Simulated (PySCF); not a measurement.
C2H6BNO, SMILES C1CB(N)O1. Atoms are numbered in the order given.

```xyz
11

N      0.0490    -1.9167     0.0000
B      0.0449    -0.5209     0.0000
C      1.0981     0.6706     0.0000
C     -0.2209     1.4628     0.0000
O     -1.0700     0.2983     0.0000
H      0.8965    -2.4639     0.0000
H     -0.8050    -2.4583     0.0000
H      1.7208     0.7993    -0.8965
H      1.7208     0.7993     0.8965
H     -0.4020     2.0791    -0.8965
H     -0.4020     2.0791     0.8965
```

Geometry optimised at PBE0-D3(BJ)/def2-SVP. This is a generated structure with no PubChem entry under its InChIKey; it may be hypothetical. The values are those of a single conformer.

These are ωB97X/def2-TZVP (PySCF) values and carry that method's errors.

ESP charges are fitted to the potential on shells at 1.4 to 2.0 van der Waals radii. Atomic charges (e):

```
atom  Löwdin  ESP fit
----  ------  -------
N1      0.04    -1.32
B2     -0.83        …
C3     -0.19        …
C4     -0.22     0.19
O5      0.31    -0.53
H6      0.18        …
H7      0.18        …
H8      0.15     0.16
H9      0.15     0.16
H10     0.12        …
H11     0.12        …
```

Q: Fill in the missing entries. (An estimate is asked for; the answer gives what the named calculation found.)

A: 
- B2, ESP fit: 0.96
- C3, ESP fit: -0.68
- H6, ESP fit: 0.46
- H7, ESP fit: 0.49
- H10, ESP fit: 0.05
- H11, ESP fit: 0.05

Q: Give the Mayer and Wiberg (Löwdin basis) orders of the bonds. (Estimate from the structure and the level; the computed values follow.)

A: 
| bond | Mayer | Wiberg |
|---|---|---|
| N1–B2 | 1.32 | 1.83 |
| B2–C3 | 0.99 | 1.15 |
| C3–C4 | 0.99 | 1.17 |
| B2–O5 | 1.21 | 1.75 |
| C4–O5 | 0.94 | 1.30 |
| N1–H6 | 0.92 | 0.90 |
| N1–H7 | 0.91 | 0.90 |
| C3–H8 | 0.96 | 0.84 |
| C3–H9 | 0.96 | 0.84 |
| C4–H10 | 0.97 | 0.89 |
| C4–H11 | 0.97 | 0.89 |
